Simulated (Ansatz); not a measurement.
Geometry optimisation, RKS PBE0-D4/def2-SVP in Ansatz.

The input (input.yaml):

```yaml
crystal:
  periodic: [false, false, false]
  atoms:
    - { symbol: C, position_ang: [-1.3814, -0.1175, 0.3996] }
    - { symbol: C, position_ang: [-0.0752, 0.154, -0.222] }
    - { symbol: Si, position_ang: [1.3008, -0.6845, 0.6657] }
    - { symbol: C, position_ang: [0.2506, 0.9039, -1.3197] }
    - { symbol: Cl, position_ang: [1.93293, 1.07887, -1.8217] }
    - { symbol: H, position_ang: [-1.4636, 0.3183, 1.4158] }
    - { symbol: H, position_ang: [-1.6494, -1.1383, 0.4026] }
    - { symbol: H, position_ang: [-2.1945, 0.4482, -0.1645] }
    - { symbol: H, position_ang: [2.6195, -0.3724, 0.0334] }
    - { symbol: H, position_ang: [1.1073, -2.1505, 0.7115] }
    - { symbol: H, position_ang: [1.3848, -0.1864, 2.0961] }
    - { symbol: H, position_ang: [-0.38081, 1.44197, -1.92501] }
basis:
  gaussian: { orbitals: def2-SVP }
hamiltonian:
  xc: pbe0
  dispersion: d4
relax:
  f_tol: 0.015
  max_steps: 40
```

Launched with:

```bash
$ ansatz run input.yaml --threads 2 --pin off --max-ram 3072MiB --backend cpu --events-out ev --progress --plain --runs-dir out
```

Where does it end, and by what steps?

The forces met the threshold. After 6 steps the energy has fallen by 0.581 eV; Cl5 moved furthest, 0.32 Å.

| step | energy less start (eV) | largest force component (eV/Å) | accepted |
| --- | --- | --- | --- |
| 0 | 0.0000 | 3.349 | yes |
| 1 | -0.4909 | 1.032 | yes |
| 2 | -0.5581 | 0.589 | yes |
| 3 | -0.5789 | 0.251 | yes |
| 4 | -0.5766 | 0.311 | no |
| 5 | -0.5806 | 0.089 | yes |
| 6 | -0.5812 | 0.013 | yes |

```xyz
12
Properties=species:S:1:pos:R:3
C -1.368 -0.036 0.320
C 0.033 0.146 -0.201
Si 1.400 -0.730 0.755
C 0.227 0.904 -1.287
Cl 1.752 1.231 -2.033
H -1.456 0.330 1.356
H -1.650 -1.102 0.337
H -2.109 0.501 -0.292
H 2.753 -0.519 0.175
H 1.088 -2.193 0.785
H 1.377 -0.236 2.168
H -0.598 1.399 -1.811
```

The run took 32 s on 2 threads of Intel(R) Xeon(R) Platinum 8488C (Sapphire Rapids), with other jobs on the host, peak memory 0.29 GiB.
